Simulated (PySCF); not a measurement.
Ho (holmium, neutral) across methods

[Xe] 4f11 6s2, one real determinant. Computed with PySCF 2.14 in cc-pVDZ-X2C (8s7p5d3f1g, 84 functions), with the spin-free X2C one-electron Hamiltonian (Gaussian nucleus).

```csv
method,E (hartree),mean ε 6s α (eV),mean ε 6s β (eV),mean ε 4f β (eV),Σ⟨r²⟩ (bohr²),⟨S²⟩
MN15,-12624.54,-4.980,-4.946,-4.935,76.56,3.759
PBE,-12615.77,-3.861,-3.775,-1.736,76.49,3.754
LDA,-12607.02,-4.010,-3.928,-1.772,75.51,3.754
PBE0,-12615.59,-4.350,-4.271,-4.230,77.05,3.754
UHF,-12611.24334,-5.195,-5.118,-11.547,81.37,3.755
r2SCAN,-12615.97,-3.930,-3.809,-1.897,77.37,3.755
r2SCANh,-12615.88,-4.117,-4.001,-2.891,77.48,3.755
```

**Question.** Estimate the same row for TPSSh.

**Answer.** E (hartree) = -12615.47; mean ε 6s α (eV) = -4.021; mean ε 6s β (eV) = -3.939; mean ε 4f β (eV) = -2.702; Σ⟨r²⟩ (bohr²) = 77.26; ⟨S²⟩ = 3.753.

⟨L²⟩ = 33.99 against 42 for a pure I term, so this real determinant mixes terms. Spin-orbit coupling, absent here, splits the open shell strongly.
